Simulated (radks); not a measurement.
Results of a calculation; reference values are marked as such.
Ru0.5+, configuration [Kr] 4d(up 3.5, down 3.5) 5s(up 0.5, down 0) (fractional occupations, a model configuration). Level of theory: scalar-relativistic Kohn-Sham, PBE, spin-polarised, spherical densities, finite nucleus; Fermi nuclear charge, rms radius 4.4809 fm (a radial shooting solver on a logarithmic mesh with Libxc functionals). Some entries of the table are withheld. Estimate them.

| orbital | occ. | eigenvalue (eV) | r(max) (bohr) |
|---|---|---|---|
| 1s up | 1 | -21940.26 | 0.02172 |
| 1s down | 1 | -21940.25 | 0.02172 |
| 2s down | 1 | -3157.530 | 0.1229 |
| 2s up | 1 | -3157.529 | 0.1229 |
| 2p up | 3 | -2828.323 | 0.09824 |
| 2p down | 3 | -2828.321 | 0.09824 |
| 3s up | 1 | -558.9086 | 0.3616 |
| 3s down | 1 | -558.9013 | 0.3616 |
| 3p up | 3 | -450.7051 | 0.3549 |
| 3p down | 3 | -450.6979 | 0.3549 |
| 3d up | 5 | -276.5920 | 0.3011 |
| 3d down | 5 | -276.5871 | 0.3011 |
| 4s up | 1 | -79.8934 | 0.9145 |
| 4s down | 1 | -79.8895 | 0.9146 |
| 4p up | 3 | -49.9657 | 0.9831 |
| 4p down | 3 | -49.9500 | 0.9832 |
| 4d up | 3.5 | -8.7836 | 1.215 |
| 4d down | 3.5 | -8.6384 | 1.212 |
| 5s up | 0.5 | -7.4492 | (1) |
| 5s down | 0 | -7.0372 | (2) |

Answer. 
(1) 5s up r(max) (bohr): 2.667
(2) 5s down r(max) (bohr): 2.661
